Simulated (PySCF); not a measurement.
A structure optimised at PBE0-D3(BJ)/def2-SVP, used in a PySCF frequency run:

```
B
N 1 1.3923
H 2 1.0112 1 122.90
H 2 1.0112 3 114.80 1 -178.09
C 1 1.5604 2 123.08 3 177.43
C 5 1.3394 1 123.55 2 -29.03
H 6 1.0952 5 122.48 1 -178.09
H 6 1.0965 7 115.76 5 -178.78
H 5 1.0968 6 117.99 7 -1.19
Cl 1 1.7850 2 118.01 3 -2.00
```
Charge 0, spin multiplicity 1.

Problem. Write its SMILES and formula.

Solution. C=CB(N)Cl, C₂H₅BClN

Problem. What are its rotational constants (standard atomic weights)?

Solution. 7.2356, 2.4287, 1.8504 GHz
